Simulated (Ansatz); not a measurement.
silicon monoxide (OSi), singlet, at a GFN2-xTB geometry. Base run: CCSD(T)/pcseg-1 (Ansatz, a quantum-chemistry and plane-wave program).

Ansatz was given this input:
Ansatz 0.2 input:
```yaml
crystal:
  periodic: [false, false, false]
  atoms:
    - {symbol: Si, position_ang: [-0.00000000, -0.00000000, -0.54858235]}
    - {symbol: O, position_ang: [0.00000000, 0.00000000, 0.96001912]}
basis:
  gaussian:
    orbitals: pcseg-1.json
magnetization: {spin_polarized: false}
correlation: {method: ccsd_t}
```
The basis file holds pcseg-1 in the JSON format of the Basis Set Exchange.

Each row names what was changed in the base input (with any setting that the change needs).

```tsv
change	ΔE vs base (kcal/mol)	MP2 correlation (Eh)	CC correlation without the perturbative part (Eh)	basis functions
base	0.000	-0.27007	-0.27378	32
method = bccd	7.36	-0.27007	-0.27205	32
method = mp2	8.60	-0.27007	-	32
diis_vectors = 2	0.000	-0.27007	-0.27378	32
electrons = all	-5.44	-0.27928	-0.28218	32
electrons = outside_noble_gas	0.000	-0.27007	-0.27378	32
method = ccsd	6.28	-0.27007	-0.27378	32
lower_state_search = off	0.000	-0.27007	-0.27378	32
fitting = cc-pVTZ-JKFIT (mean field), cc-pVTZ-RIFIT (correlation)	0.049	-0.27007	-0.27378	32
reference functional = pbe0	0.67	-	-0.28092	32
```
